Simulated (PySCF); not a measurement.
Input file for PySCF: R-HF/3-21G on C2H8OSe (a complex), monomers drawn apart or pushed together.

```python
from pyscf import gto, scf, dft, mp
from pyscf.data.elements import chemcore

mol = gto.M(
    atom='''
    C    -0.89416439    1.69410587   -0.20739339
    Se    0.59857725    0.44933573    0.06816918
    C    -0.43148371   -1.20351071   -0.17863480
    H    -1.66101380    1.51309350    0.54170218
    H    -0.49389250    2.69885104   -0.09093413
    H    -1.29244608    1.57289240   -1.21206378
    H    -1.21790498   -1.25642454    0.57019856
    H     0.26169880   -2.03116262   -0.04553532
    H    -0.84589694   -1.23098117   -1.18372368
    O    -1.60759785    0.13503177    3.81808977
    H    -1.30060884    0.17969274    4.72879375
    H    -0.81411080    0.25638994    3.26951336
    ''',
    basis='3-21g',
    charge=0, spin=0, verbose=3, max_memory=1800)
mf = scf.RHF(mol)
mf.conv_tol = 1e-8
mf.max_cycle = 100
mf.kernel()
if not mf.converged:
    mf = mf.newton().run(mf.mo_coeff, mf.mo_occ)
```

Output:

```
converged SCF energy = -2542.86211427399
```

Self-consistency was reached.

Cost: around 0.23 core-seconds (rough).
